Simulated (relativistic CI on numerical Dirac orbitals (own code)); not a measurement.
## Slater and spin-orbit integrals, Hg IX

These numbers are calculated, not measured: Dirac-Coulomb-Breit CI, KLI orbitals optimised for each configuration, model QED, unscaled Slater integrals (own radial code, finite nucleus).

Slater integrals F^k, G^k are unscaled and averaged over j, outside the closed core [Kr] 4d10 4f14 5s2; ζ comes from projecting the Hamiltonian with its Breit term on Σ l·s of the shell.

- 5p6.5d4: F^2(5d,5d) = 87943, F^4(5d,5d) = 59763, ζ(5d) = 8423.3 cm⁻¹; <r>(5d) = 1.205, <r^2>(5d) = 1.639 (bohr units).
- 5p6.5d3.6s: F^2(5d,5d) = 88440, F^4(5d,5d) = 60110, ζ(5d) = 8704.4, G^2(5d,6s) = 25605 cm⁻¹; <r>(5d) = 1.197, <r^2>(5d) = 1.618, <r>(6s) = 1.806, <r^2>(6s) = 3.617 (bohr units).
- 5p6.5d3.5f: F^2(5d,5d) = 88422, F^4(5d,5d) = 60099, ζ(5d) = 8705.9, F^2(5d,5f) = 60985, F^4(5d,5f) = 38629, G^1(5d,5f) = 68445, G^3(5d,5f) = 42520, G^5(5d,5f) = 30392, ζ(5f) = 346.6 cm⁻¹; <r>(5d) = 1.198, <r^2>(5d) = 1.619, <r>(5f) = 1.762, <r^2>(5f) = 3.533 (bohr units).

Question: Give the Racah parameters of the d shell in 5p6.5d4.

Answer: B = F²/49 − 5F⁴/441 = 1117 cm⁻¹ and C = 35F⁴/441 = 4743 cm⁻¹.

In this model ζ of a weakly bound d, f or g electron outside closed shells comes out too small, for d by up to a factor of two or three and at times with the wrong sign; that of an outer p electron is too small as well.

Averages of the first 10 configurations, taken without configuration mixing, which lowers the lowest level and can move excited configurations by several eV; other configurations of the list can lie among them:

| Configuration | Parity | States | Average energy above the lowest level (eV) |
| --- | --- | --- | --- |
| 5p6.5d4 | even | 210 | 8.2 |
| 5p6.5d3.6s | even | 240 | 36.0 |
| 5p6.5d3.5f | odd | 1680 | 66.6 |
| 5p5.5d5 | odd | 1512 | 77.3 |
| 5p6.5d3.6p | odd | 720 | 52.4 |
| 5p6.5d2.6s.6p | odd | 540 | 81.7 |
| 5p6.5d3.5g | even | 2160 | 95.5 |
| 5p6.5d2.5f.6s | odd | 1260 | 96.5 |
| 5p6.5d3.6d | even | 1200 | 73.5 |
| 5p6.5d3.7p | odd | 720 | 87.9 |
